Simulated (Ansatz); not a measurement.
Consider the silylene formation by 1,1-elimination: `O[Si](O)(O)O` → `OO` + `O[Si]O`.

Calculated with Ansatz (gas phase, PBE0-D4/def2-TZVP geometries, no zero-point term in ΔE). CCSD(T)/CBS is frozen-core, at the limit of the def2 triple- and quadruple-zeta sets. Functionals use def2-TZVPP. One conformer a species, not always the lowest.

(1) Is it downhill or uphill in electronic energy at CCSD(T)/CBS, and by how much? (Best estimate.)

(2) What do these levels give: PBE-D4, B97M-V, PBE0-D4, ωB97M-V, HF/def2-TZVPP, SCS-MP2/def2-TZVPP? (Best estimate.)

Largest T1 diagnostic among the species: 0.015.

## Answers

(1) The calculation gave: Uphill: ΔE = +723.4 kJ/mol.

(2) Computed: PBE-D4 657.5, B97M-V 704.1, PBE0-D4 700.5, ωB97M-V 697.1, HF/def2-TZVPP 748.3, SCS-MP2/def2-TZVPP 722.1 kJ/mol.

From r2SCAN to r2SCAN0 (25 % exact exchange), in def2-TZVPP and without D4, ΔE moves by +23.9 kJ/mol. In def2-TZVPP, CCSD(T) changes the Hartree–Fock value by −41.0 kJ/mol (the triples alone add −7.8 kJ/mol) and MP2 by −6.9 kJ/mol. At CCSD(T), def2-SVP lies −64.8 kJ/mol from the extrapolated value and def2-TZVPP −16.2 kJ/mol.
